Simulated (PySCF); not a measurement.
# Te²⁺ (tellurium, charge +2) across methods

[Kr] 4d10 5s1 5p3, high-spin 5S determinant (an excited configuration). All numbers are calculated (PySCF 2.14, scalar relativity through the core potential, in aug-cc-pVQZ-PP with one added diffuse shell each of s, p, d, f, g type with ECP28MDF (8s8p6d4f3g, 117 functions)).

```tsv
method	E (hartree)	mean ε 4d β (eV)	mean ε 5s α (eV)	mean ε 5p α (eV)	Σ⟨r²⟩ (bohr²)	⟨S²⟩
wB97X	-266.7083	-66.960	-39.685	-27.651	38.89	6.002
r2SCAN	-266.8087	-62.159	-35.807	-24.692	38.77	6.003
PBE	-266.6705	-61.287	-34.866	-24.188	38.94	6.001
UHF	-265.85126	-73.011	-42.824	-28.945	39.21	6.003
PBE0	-266.7071	-64.530	-37.072	-25.543	38.90	6.001
M06-2X	-266.6541	-67.689	-39.217	-26.749	38.76	6.001
LDA	-266.2550	-61.307	-35.040	-24.268	38.99	6.001
wB97X-V	-266.6679	-67.026	-39.816	-27.735	39.00	6.001
```

Energies and moments cover only the electrons outside the core potential.
